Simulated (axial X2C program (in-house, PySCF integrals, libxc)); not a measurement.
Low determinants of GeSe⁻ at the PBE0 level, 2c

Calculated with an in-house relativistic program for diatomic molecules. Two-component (2c) means X2C with spin–orbit coupling and atomic mean-field two-electron Coulomb and Gaunt terms. Basis: Se dyall-acv3z [9s10p7d5f1g], Ge dyall-acv3z [10s10p8d5f1g] (cores contracted in-house); Gaussian nuclei, density fitting, unrestricted open shells. Masses: Se 79.917 u, Ge 73.921 u.

Search at 2.250 Å (vertical energies from the lowest determinant):

```json
{"ΔE (eV)": "0.00", "state": "Ω = 1/2", "electrons beyond evenly filled partner blocks": "ω = 1/2", "electrons in ±ω = 1/2, 3/2, 5/2, 7/2": "45 18 4 0"}
{"ΔE (eV)": "0.13", "state": "Ω = 3/2", "electrons beyond evenly filled partner blocks": "ω = 3/2", "electrons in ±ω = 1/2, 3/2, 5/2, 7/2": "44 19 4 0"}
{"ΔE (eV)": "2.34", "state": "Ω = 5/2", "electrons beyond evenly filled partner blocks": "ω = -1/2, 2 × ω = 3/2", "electrons in ±ω = 1/2, 3/2, 5/2, 7/2": "45 18 4 0"}
{"ΔE (eV)": "2.52", "state": "Ω = 1/2", "electrons beyond evenly filled partner blocks": "2 × ω = -1/2, ω = 3/2", "electrons in ±ω = 1/2, 3/2, 5/2, 7/2": "44 19 4 0"}
{"ΔE (eV)": "2.98", "state": "Ω = 3/2", "electrons beyond evenly filled partner blocks": "ω = 3/2", "electrons in ±ω = 1/2, 3/2, 5/2, 7/2": "46 17 4 0"}
{"ΔE (eV)": "3.08", "state": "Ω = 7/2", "electrons beyond evenly filled partner blocks": "ω = 1/2, 2 × ω = 3/2", "electrons in ±ω = 1/2, 3/2, 5/2, 7/2": "45 18 4 0"}
{"ΔE (eV)": "3.24", "state": "Ω = 5/2", "electrons beyond evenly filled partner blocks": "2 × ω = 1/2, ω = 3/2", "electrons in ±ω = 1/2, 3/2, 5/2, 7/2": "44 19 4 0"}
```

Lowest determinant, Ω = 1/2 (⟨Sz⟩ = -0.50, ⟨Lz⟩ = 1.00 at PBE0): Re = 2.246 Å, ωe = 329.9 cm⁻¹.

The determinant in row 2 of the search, Ω = 3/2 (⟨Sz⟩ = 0.50, ⟨Lz⟩ = 1.00 at PBE0), was followed along the bond at PBE0; measured from the minimum of the lowest determinant it gives:

Te = 0.125 eV (1007 cm⁻¹), Re = 2.243 Å, ωe = 331.0 cm⁻¹.

Question: Compare the bond of the determinant in row 2 with that of the lowest one.

Answer: At PBE0 its Re is 0.003 Å shorter and its force constant, which goes as ωe², is 1.01 times that of the lowest determinant. T0 ≈ Te + Δωe/2 = 1007 + (1) = 1008 cm⁻¹.

The search compares states at one distance, so a state with another bond length can lie lower; it is not exhaustive and yields mostly the lowest determinant of each block pattern, so other components and higher states of one pattern are missing. These are energies of single determinants, not of spin-adapted states; PBE0 term energies can be off by some tenths of an eV, and the functional has no current term. For an anion, determinants above electron detachment are held by the basis set. The highest occupied level of some functionals is positive through self-interaction error; at Hartree–Fock it is bound. Row 1 has a positive highest level at its minimum. Row 2 has a positive highest level at its minimum.
